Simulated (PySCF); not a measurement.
**Molecular orbitals of SnH⁺**

PBE0 at R = 1.766 Å; Sn cc-pVTZ-PP with ECP28, H cc-pVTZ; scalar-relativistic core potentials (PySCF 2.14). State: ¹Σ⁺ (singlet), closed shell. Only the outer orbitals are listed, counted within each symmetry, core potentials removing the inner ones.

```tsv
orbital	occ.	ε (eV)	on Sn (%)	main shells (%)
1δ	2	-36.58	100	100 Sn d
1δ	2	-36.58	100	100 Sn d
2π	2	-36.15	100	100 Sn d
2π	2	-36.15	100	100 Sn d
3σ	2	-36.08	100	100 Sn d
4σ	2	-19.74	86	83 Sn s, 14 H s
5σ	2	-13.88	64	48 Sn p, 36 H s, 14 Sn s
3π	0	-9.41	99	100 Sn p
3π	0	-9.41	99	100 Sn p
6σ	0	-4.90	67	50 Sn p, 33 H s, 13 Sn d
```

Task: Which are the highest filled and the lowest empty level, where do they sit, and how wide is the gap?

Result: Highest filled 5σ at -13.88 eV (in %: 48 Sn p, 36 H s, 14 Sn s); lowest empty 3π at -9.41 eV (in %: 100 Sn p); the gap at PBE0 is 4.47 eV.

The bond order (Mayer) is 0.98. The ⟨S²⟩ is 0.000. The charge on Sn (Mulliken, basis-dependent) is 1.01 and the charge on Sn (Löwdin, basis-dependent) is 1.17. The dipole moment (positive dipole points towards H; it is taken about the centre of mass and depends on that origin) is 0.03 D, the polarisability along the bond is 35.7 bohr³ and the polarisability across the bond is 24.3 bohr³.

Spin–orbit coupling is left out.
